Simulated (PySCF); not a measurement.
A GIAO shielding run with PySCF (density fitting, non-relativistic, gas phase) on `N#CC1=CC=C[SiH2]1`, C5H5NSi:

```
$ OMP_NUM_THREADS=1 python probes_run.py task.json out

{"job": {"kind": "nmr", "xc": "mPW1PW91", "basis": "pcSseg-1", "pop": false}, "charge": 0, "multiplicity": 1}
N      3.425515     0.724078    -0.710482
C      2.306205     0.542269    -0.456189
C      0.948152     0.273802    -0.166376
C      0.110492     1.137010     0.466951
C     -1.270640     0.680527     0.683430
C     -1.589428    -0.554281     0.236814
Si    -0.053597    -1.283605    -0.547965
H      0.428729     2.127404     0.807300
H     -1.981107     1.342446     1.189551
H     -2.589546    -0.976136     0.353773
H      0.477051    -2.493670     0.143658
H     -0.173765    -1.549651    -2.010412
```

Hardware: 1 thread of an Arm Neoverse N1, shared host. The job also computes ring-centre shieldings.

(1) How large is the calculation?

(2) How long does it take, and how much memory does it need?

(3) And these other runs on the same molecule and hardware: GIAO shielding at B97-2/pcSseg-1; GIAO shielding at BP86/pcSseg-1; GIAO shielding at HF/pcSseg-1; GIAO shielding at KT2/pcSseg-1; GIAO shielding at LC-wPBE/pcSseg-1; GIAO shielding at PBE0/6-31G?

Results:

(1) 56 electrons, 151 basis functions and 798 auxiliary functions.

(2) 19 s of wall time, with 14 SCF cycles and 5 response iterations; peak memory 0.87 GiB. Times on a shared host scatter by some tens of per cent.

(3) B97-2/pcSseg-1: 151 functions, 19 s; BP86/pcSseg-1: 151 functions, 30 s; HF/pcSseg-1: 151 functions, 10 s; KT2/pcSseg-1: 151 functions, 30 s; LC-wPBE/pcSseg-1: 151 functions, 36 s; PBE0/6-31G: 77 functions, 13 s.
